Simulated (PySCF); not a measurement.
Isolated molecule, fast rotation and ring inversion assumed for equivalent nuclei, single conformer, non-relativistic. Shielding tensors at PBE0/pcSseg-1 (GIAO); GFN2-xTB structure; PySCF 2.14.0 with density-fitted response routines.

δ = σ(ref) − σ, references computed at the same level: ¹H (31.72 ppm) and ¹³C (186.93 ppm) vs TMS. Shifts are as computed. Against solution values, carbons near 30 ppm lie about +3 ppm off and those near 130 ppm about +5 ppm; carbons on Cl a further +6 ppm. Of 1211 compounds with measured shifts, 218 miss one by over three times the rms of a fit or turn the order of signals round; such compounds aren't used in these exercises. Carbons bonded to Cl come out too deshielded.

(1) Order these molecules by the shift of their most shielded carbon, lowest δ first.
A. C#C[Si@@H](C#C[SiH3])OC
B. [SiH3]O[C@]1([SiH3])C[SiH2]1
C. C#Cc1ccccc1C(=O)Cl
D. C[P@@H](=O)c1ccc(Cl)cc1

(2) How many ¹³C and ¹H signals does each give (equivalence by symmetry and fast rotation, but not about amide C–N or C=N bonds)? `[SiH3]O[C@]1([SiH3])C[SiH2]1`, `C[P@@H](=O)c1ccc(Cl)cc1`, `C#Cc1ccccc1C(=O)Cl`, `C#C[Si@@H](C#C[SiH3])OC`

Answers

(1) B (8.1 ppm, three-membered-ring carbon), D (21.6 ppm, methyl carbon bonded to P), A (52.1 ppm, methyl carbon bonded to O), C (87.1 ppm, alkyne carbon).

(2) [SiH3]O[C@]1([SiH3])C[SiH2]1: 2 C, 6 H; C[P@@H](=O)c1ccc(Cl)cc1: 5 C, 4 H; C#Cc1ccccc1C(=O)Cl: 9 C, 5 H; C#C[Si@@H](C#C[SiH3])OC: 5 C, 4 H.
